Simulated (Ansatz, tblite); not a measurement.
Cost and result up the ladder for the cluster PdS3⁻ (the lowest doublet isomer of a short search) (4 atoms). The state is a doublet with charge -1. Geometry: PBE0-D4/def2-SVPD.

```xyz
4

Pd    0.2922   -0.1487    0.4147
S    -1.8654    0.6261   -0.1472
S    -0.5227    0.3856   -1.6816
S     2.0958   -0.8631    1.4141
```

Ansatz on 4 threads of Arm Neoverse V1 on a shared host; xTB runs through tblite on one thread. Times are rough, summed over both states, and most runs start from the orbitals of an earlier one. ωB97X-V/def2-TZVPD serves as the yardstick here, not as an exact answer. Differences are given only for rows in sets of like size (and for xTB, whose basis is part of the method), since another set adds its own error. The other state is a quartet at its own geometry.

In the def2 sets Pd takes a core potential; there is no spin–orbit coupling. The xTB rows come from tblite. LC-ωPBE has ω = 0.4 bohr⁻¹. Correlated methods freeze 15 core orbitals; core or outer-core shells of Pd are correlated, in sets that lack core-valence functions. The rows differ in basis, and correlated rows in double-zeta sets carry the largest basis error. In CCSD on the charge -1 doublet the largest single amplitude is 0.19, so its Hartree–Fock determinant may place the open shell otherwise than the density functionals do. HOMO above LUMO, or a gap near zero within one spin, warns that the state may not be the lowest or that an electron is smeared out. The structure comes from a short search, and lower isomers may exist.

Run but left out: HF/STO-3G, HF/def2-SVPD, HF/def2-TZVPD, PBE-QIDH/def2-TZVPD, MP2/def2-SVPD, MP2/def2-TZVPD (doublet: ⟨S²⟩ 1.00 to 1.67, where a pure state has 0.75).

Correlated methods converge slowly with the basis, most of all in double-zeta sets.

xTB has no spin-polarisation term.

| level | functions | wall time |
| --- | --- | --- |
| GFN2-xTB | 36 | 0.012 s |
| GFN1-xTB | 36 | 0.014 s |
| PBE-D4/def2-TZVPD | 178 | 9.9 s |
| RPA@PBE/def2-TZVPD | 178 | 16 s |
| PBE0-D4/def2-TZVPD | 178 | 25 s |
| LC-ωPBE/def2-TZVPD | 178 | 28 s |
| r2SCAN-D4/def2-TZVPD (with forces) | 178 | 40 s |
| r2SCANh-D4/def2-TZVPD | 178 | 45 s |
| r2SCAN0-D4/def2-TZVPD | 178 | 49 s |
| ωB97X-V/def2-TZVPD | 178 | 91 s |
| CCSD(T)/def2-SVPD | 115 | 1.9 min |

(1) Estimate what each level gives for the quartet − doublet (eV).

## Answers

(1) 
| level | quartet − doublet (eV) | difference from ωB97X-V/def2-TZVPD (eV) | remarks |
| --- | --- | --- | --- |
| GFN2-xTB | 0.79 | 0.40 | – |
| GFN1-xTB | 1.02 | 0.63 | – |
| PBE-D4/def2-TZVPD | 0.47 | 0.08 | HOMO above zero (quartet), gap within one spin near zero (doublet) |
| RPA@PBE/def2-TZVPD | 0.59 | 0.21 | – |
| PBE0-D4/def2-TZVPD | 0.38 | 0.00 | – |
| LC-ωPBE/def2-TZVPD | 0.34 | -0.05 | – |
| r2SCAN-D4/def2-TZVPD (with forces) | 0.37 | -0.02 | – |
| r2SCANh-D4/def2-TZVPD | 0.34 | -0.04 | – |
| r2SCAN0-D4/def2-TZVPD | 0.29 | -0.10 | – |
| ωB97X-V/def2-TZVPD | 0.39 | 0.00 | – |
| CCSD(T)/def2-SVPD | 0.39 | – | large T1 (0.057) (doublet), spin-contaminated (⟨S²⟩ 1.32) (doublet) |
